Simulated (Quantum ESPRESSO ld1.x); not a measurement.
Results of a calculation; reference values are marked as such.
Question: The mean radii <r> (bohr) of the occupied orbitals of an atom or ion are listed with their occupations. Level of theory: scalar-relativistic Kohn-Sham, revPBE, spin-unpolarised, spherical densities, point nucleus (ld1.x of Quantum ESPRESSO 7.5).

| orbital | occ. | <r> |
|---|---|---|
| 1s | 2 | 0.04029 |
| 2s | 2 | 0.1778 |
| 2p | 6 | 0.1551 |
| 3s | 2 | 0.5098 |
| 3p | 6 | 0.5176 |
| 3d | 10 | 0.5219 |
| 4s | 2 | 1.353 |
| 4p | 2 | 1.503 |
| 4d | 1 | 1.953 |

Name the element and its charge.

Answer: Z = 37, rubidium, charge +4: Rb4+ in [Ar] 3d10 4s2 4p2 4d1. The 1s radius gives Z: for a bare nucleus <r> = (2 gamma + 1)/(2Z) with gamma = sqrt(1 - (Z/c)^2), 0.03954 bohr for Z = 37, and screening makes it slightly larger (0.04029 here). The occupations add up to 33, and the charge is Z minus that.
